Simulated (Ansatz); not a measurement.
Consider the ligand exchange at the Al–C bond: `C[CH2][Al]([Cl])[Cl]` + ethylmethylamine → `CC[N](C)[Al]([Cl])[Cl]` + ethane.

Program: Ansatz. Geometries: PBE0-D4/def2-TZVP. ΔE: electronic, gas phase. CBS: MP2 limit from def2 TZ/QZ plus the TZ coupled-cluster correction, frozen cores. This one scheme is used for every species. DFT in def2-TZVPP. B3LYP here is the variant with VWN-RPA as its local correlation; programs differ in this. One conformer a species, not always the lowest.

| level | ΔE (kJ/mol) | difference from CCSD(T)/CBS |
| --- | --- | --- |
| PBE-D4 | -88.9 | 8.0 |
| r2SCAN-D4 | -95.7 | 1.2 |
| B3LYP-D4 | -97.9 | -1.0 |
| ωB97X-V | -93.9 | 3.0 |
| ωB97M-V | -92.6 | 4.3 |
| r2SCAN | -94.0 | 2.9 |
| PBE0 | -85.5 | 11.4 |
| HF/def2-TZVPP | -92.2 | 4.7 |
| MP2/def2-TZVPP | -102.6 | -5.7 |
| SCS-MP2/def2-TZVPP | -101.7 | -4.8 |
| CCSD(T)/def2-TZVPP | -98.9 | -2.0 |
| HF/def2-QZVPP | -92.4 | 4.5 |
| MP2/def2-QZVPP | -101.6 | -4.7 |
| SCS-MP2/def2-QZVPP | -100.6 | -3.7 |
| MP2/CBS(def2) | -100.7 | -3.8 |
| CCSD/CBS(def2) | -95.7 | 1.2 |
| CCSD(T)/CBS | -96.9 | 0 |

Largest T1 diagnostic among the species: 0.010.

The D4 term adds −8.2 kJ/mol with B3LYP and −4.8 kJ/mol with PBE0; it sums over pairs of atoms, weighted by their polarisabilities, and B3LYP, whose exchange is more repulsive, gets the larger term. In def2-TZVPP, CCSD(T) changes the Hartree–Fock value by −6.7 kJ/mol (the triples alone add −1.2 kJ/mol) and MP2 by −10.4 kJ/mol.
